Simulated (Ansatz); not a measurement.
Reaction R1 → 2 P1, each structure at its B3LYP-D3(BJ)/def2-TZVP stationary point, reached from a drawn start (curvature not checked).
R1: Cl2 (SMILES ClCl), charge 0, multiplicity 1.
P1: Cl atom, charge 0, multiplicity 2.

P less R. No zero-point or thermal terms; singlets are restricted closed shells; open shells are unrestricted; no spin–orbit coupling.

Frozen-core correlation throughout.

Run with Ansatz (Gaussian basis) for Hartree–Fock, density functionals and correlated methods. No computed number here is a measurement.

One of these levels gives 54.23 kcal/mol for the reaction energy. Which?
A. CCSD/cc-pV(D+d)Z
B. CAM-B3LYP/def2-TZVPP
C. revPBE/def2-TZVPP

B, CAM-B3LYP/def2-TZVPP. The others give 60.28 (revPBE/def2-TZVPP), 40.69 (CCSD/cc-pV(D+d)Z)

Ansatz is an electronic-structure program.
